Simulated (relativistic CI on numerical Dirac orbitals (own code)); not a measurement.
## Calculated levels, Cl7+

Calculated at this level of theory: Dirac-Coulomb-Breit CI, separate exchange-only KLI orbitals for each configuration, a model potential for QED, unscaled Slater integrals (own radial code, finite nucleus).

Configurations in the expansion (outside the closed core 1s2): 2s²2p⁶, 2s²2p⁵3s, 2s²2p⁵3p, 2s²2p⁵3d, 2s2p⁶3s, 2s²2p⁵4s, 2s²2p⁵4p, 2s2p⁶3p, 2s²2p⁵4d, 2s²2p⁵4f, 2s2p⁶3d, 2s²2p⁵5s, 2s²2p⁵5p, 2s²2p⁵5d, 2s²2p⁴3s², 2s²2p⁵5f, 2s²2p⁵5g, 2s²2p⁴3s3p, 2s²2p⁴3p², 2s2p⁶4s, 2s²2p⁴3s3d, 2s2p⁶4p, 2s2p⁶4d, 2s²2p⁴3p3d, 2s2p⁶4f, 2s2p⁵3s², 2s2p⁶5s, 2s²2p⁴3d², 2s2p⁶5p, 2s2p⁵3s3p, 2s2p⁶5d, 2s2p⁶5f, 2s2p⁶5g, 2s2p⁵3p², 2s2p⁵3s3d. Levels of other configurations are missing.

```tsv
No.	Configuration	Term	J	E (cm⁻¹)	%	Next component (%)	jj configuration (%)
1	2s²2p⁶	¹S	0	0	100		closed (100)
2	2s²2p⁵3s	³P°	2	1675744	100		2p3/2^3 3s (100)
3	2s²2p⁵3s	³P°	1	1681310	77	22 ¹P°	2p3/2^3 3s (80)
4	2s²2p⁵3s	³P°	0	1689221	100		2p1/2 2p3/2^4 3s (100)
5	2s²2p⁵3s	¹P°	1	1696490	77	22 ³P°	2p1/2 2p3/2^4 3s (80)
6	2s²2p⁵3p	³S	1	1785456	96	2 ³P	2p3/2^3 3p3/2 (42)
7	2s²2p⁵3p	³D	3	1804661	100		2p3/2^3 3p3/2 (100)
8	2s²2p⁵3p	³D	2	1805866	76	19 ¹D	2p3/2^3 3p1/2 (92)
9	2s²2p⁵3p	³D	1	1810641	67	20 ¹P	2p3/2^3 3p1/2 (41)
10	2s²2p⁵3p	³P	2	1815487	59	40 ¹D	2p3/2^3 3p3/2 (98)
11	2s²2p⁵3p	¹P	1	1820578	50	33 ³D	2p1/2 2p3/2^4 3p1/2 (68)
12	2s²2p⁵3p	³P	0	1823514	99	1 ¹S	2p1/2 2p3/2^4 3p1/2 (60)
13	2s²2p⁵3p	¹D	2	1824691	41	36 ³P	2p1/2 2p3/2^4 3p3/2 (91)
14	2s²2p⁵3p	³P	1	1826079	67	30 ¹P	2p1/2 2p3/2^4 3p3/2 (76)
15	2s²2p⁵3p	¹S	0	1897717	97	2 2s²2p⁵4p ¹S	2p3/2^3 3p3/2 (58)
16	2s²2p⁵3d	³P°	0	1964624	99		2p3/2^3 3d3/2 (99)
17	2s²2p⁵3d	³P°	1	1966200	97	2 ³D°	2p3/2^3 3d3/2 (63)
18	2s²2p⁵3d	³P°	2	1969507	92	5 ³D°	2p3/2^3 3d5/2 (64)
19	2s²2p⁵3d	³F°	4	1973075	100		2p3/2^3 3d5/2 (100)
20	2s²2p⁵3d	³F°	3	1975698	79	18 ¹F°	2p3/2^3 3d3/2 (93)
21	2s²2p⁵3d	³F°	2	1979991	71	17 ¹D°	2p3/2^3 3d3/2 (64)
22	2s²2p⁵3d	¹F°	3	1983595	52	43 ³D°	2p3/2^3 3d5/2 (92)
23	2s²2p⁵3d	³D°	1	1992069	94	4 ¹P°	2p1/2 2p3/2^4 3d3/2 (38)
24	2s²2p⁵3d	¹D°	2	1992346	47	29 ³F°	2p1/2 2p3/2^4 3d3/2 (74)
25	2s²2p⁵3d	³D°	3	1994076	54	30 ¹F°	2p1/2 2p3/2^4 3d5/2 (86)
26	2s²2p⁵3d	³D°	2	1994682	60	33 ¹D°	2p1/2 2p3/2^4 3d5/2 (75)
27	2s²2p⁵3d	¹P°	1	2019915	94	4 ³D°	2p1/2 2p3/2^4 3d3/2 (54)
28	2s²2p⁵4s	³P°	2	2230783	99		2p3/2^3 4s (99)
29	2s²2p⁵4s	³P°	1	2233641	52	48 ¹P°	2p3/2^3 4s (96)
30	2s2p⁶3s	³S	1	2243771	76	22 2s²2p⁵4p ³S	2s 3s (76)
31	2s²2p⁵4s	³P°	0	2244252	99	1 2s2p⁶3p ³P°	2p1/2 2p3/2^4 4s (99)
32	2s²2p⁵4s	¹P°	1	2246365	52	48 ³P°	2p1/2 2p3/2^4 4s (96)
33	2s2p⁶3s	¹S	0	2273316	89	10 2s²2p⁵4p ¹S	2s 3s (89)
34	2s²2p⁵4p	³D	3	2279206	100		2p3/2^3 4p3/2 (100)
35	2s²2p⁵4p	³D	2	2279990	62	29 ¹D	2p3/2^3 4p1/2 (98)
36	2s²2p⁵4p	³P	1	2281979	38	25 ¹P	2p3/2^3 4p1/2 (84)
37	2s²2p⁵4p	³S	1	2283004	46	30 ¹P	2p3/2^3 4p3/2 (78)
38	2s²2p⁵4p	³P	2	2283328	68	31 ¹D	2p3/2^3 4p3/2 (99)
39	2s²2p⁵4p	³P	0	2291288	96	2 2s2p⁶3s ¹S	2p1/2 2p3/2^4 4p1/2 (53)
40	2s²2p⁵4p	³D	1	2292942	70	24 ¹P	2p1/2 2p3/2^4 4p1/2 (91)
41	2s²2p⁵4p	¹D	2	2294903	40	37 ³D	2p1/2 2p3/2^4 4p3/2 (98)
42	2s²2p⁵4p	³P	1	2296045	52	22 ³S	2p1/2 2p3/2^4 4p3/2 (89)
43	2s²2p⁵4p	¹S	0	2325712	85	8 2s2p⁶3s ¹S	2p1/2 2p3/2^4 4p1/2 (45)
44	2s²2p⁵4d	³P°	0	2336052	98	1 2s2p⁶3p ³P°	2p3/2^3 4d3/2 (98)
45	2s²2p⁵4d	³P°	1	2337145	92	6 ³D°	2p3/2^3 4d3/2 (70)
```

Energies count from the lowest computed level; ° marks odd parity. Filled j subshells are mostly left out of the jj labels.

The mean weight of the leading LS term, summed over parents, in these 45 levels is 77 %, and that of the leading jj configuration (from the same eigenvectors) 81 %.

At this charge configurations can still be misplaced by up to about 7 % of their energy.

LS names give the leading component of a level, which can be under half, so a name can repeat, a term be missing and a line seem to break the LS rules.
